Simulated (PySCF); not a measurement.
B(Cl)(H)(iPr), C3H8BCl, SMILES ClBC(C)C, B3LYP/def2-SVP optimised geometry.

```
13

B      0.52     1.21     0.00
Cl     2.28     1.21     0.00
H      0.00     2.29     0.00
C     -0.34    -0.11    -0.06
C     -1.60     0.00     0.82
C      0.40    -1.43     0.14
H     -0.69    -0.07    -1.12
H     -2.28    -0.85     0.64
H     -1.34    -0.03     1.89
H     -2.16     0.93     0.64
H      1.28    -1.52    -0.52
H     -0.26    -2.29    -0.05
H      0.77    -1.53     1.18
```

Density from PySCF with B3LYP/def2-TZVP at that geometry.

Minimum of the electron density along straight lines between bonded atoms, close to the bond critical point (lines longer than 1.1 times the sum of covalent radii, or with two minima, are not listed):

```tsv
bond	length / Å	ρ at the minimum / e bohr⁻³	∇²ρ there / e bohr⁻⁵	position (fraction from the first atom)
B1–Cl2	1.765	0.145	(withheld)	0.30
B1–H3	1.206	0.188	(withheld)	0.44
B1–C4	1.568	0.198	(withheld)	0.34
C4–C5	1.543	0.236	-0.56	0.50
C4–C6	1.534	0.242	-0.59	0.50
C4–H7	1.117	0.259	-0.82	0.63
C5–H8	1.103	0.273	-0.92	0.64
C5–H9	1.103	0.272	-0.91	0.64
C5–H10	1.101	0.273	-0.92	0.64
C6–H11	1.100	0.274	-0.93	0.64
C6–H12	1.103	0.272	-0.91	0.64
C6–H13	1.103	0.272	-0.91	0.64
```

Q: Some entries are withheld; supply them.

A: 
- B1–Cl2, ∇²ρ there / e bohr⁻⁵: 0.02
- B1–H3, ∇²ρ there / e bohr⁻⁵: -0.45
- B1–C4, ∇²ρ there / e bohr⁻⁵: -0.42
